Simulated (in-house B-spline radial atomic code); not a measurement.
Configurations of the rhodium ion Rh⁷⁺, with energies counted from [Kr] 4d2. Level of theory: Dirac-Hartree-Fock, average of configuration, Fermi nucleus of rms radius 4.4945 fm; calculated with a radial B-spline atomic code at the basis-set limit. Energies include first-order Breit, QED and recoil terms.

Occupations are held fixed; configurations that lie above the ionisation limit could autoionise.

```json
{"configuration": "[Kr] 4d1 6p1", "E - E(ref) (eV)": "70.865", "highest orbital": "6p3/2", "its <r> (bohr)": "3.708"}
{"configuration": "[Kr] 4d1 5f1", "E - E(ref) (eV)": "74.492", "highest orbital": "5f7/2", "its <r> (bohr)": "3.283"}
{"configuration": "[Kr] 4d1 8s1", "E - E(ref) (eV)": "92.088", "highest orbital": "8s1/2", "its <r> (bohr)": "7.375"}
{"configuration": "[Kr] 4d1 7f1", "E - E(ref) (eV)": "94.688", "highest orbital": "7f7/2", "its <r> (bohr)": "7.537"}
{"configuration": "[Ar] 3d10 4s2 4p5 4d2 5f1", "E - E(ref) (eV)": "127.77", "highest orbital": "5f7/2", "its <r> (bohr)": "3.266"}
{"configuration": "[Ar] 3d10 4s2 4p5 4d2 5g1", "E - E(ref) (eV)": "132.75", "highest orbital": "5g7/2", "its <r> (bohr)": "3.376"}
{"configuration": "[Ar] 3d10 4s2 4p5 4d2 6f1", "E - E(ref) (eV)": "140.59", "highest orbital": "6f7/2", "its <r> (bohr)": "5.206"}
{"configuration": "[Ar] 3d10 4s2 4p5 4d2 6g1", "E - E(ref) (eV)": "143.42", "highest orbital": "6g7/2", "its <r> (bohr)": "5.404"}
```

(1) Order these further configurations by energy, lowest first.
A. [Kr] 4d1 5s1
B. [Kr] 4d1 7p1
C. [Kr] 4d1 8p1
D. [Ar] 3d10 4s2 4p5 4d3
E. [Kr] 4d1 8f1

(2) How far above the reference does [Ar] 3d10 4s2 4p5 4d2 7g1 lie?

(3) How far above the reference does [Kr] 4d1 4f1 lie?

(4) How far above the reference does [Ar] 3d10 4s2 4p5 4d2 7f1 lie?

Results:

(1) A (29.718 eV), D (53.192 eV), B (85.437 eV), C (93.699 eV), E (99.466 eV).

(2) 149.89 eV; its least bound orbital is 7g7/2 with <r> = 7.816 bohr.

(3) 50.897 eV; its least bound orbital is 4f5/2 with <r> = 1.666 bohr.

(4) 148.14 eV; its least bound orbital is 7f7/2 with <r> = 7.512 bohr.
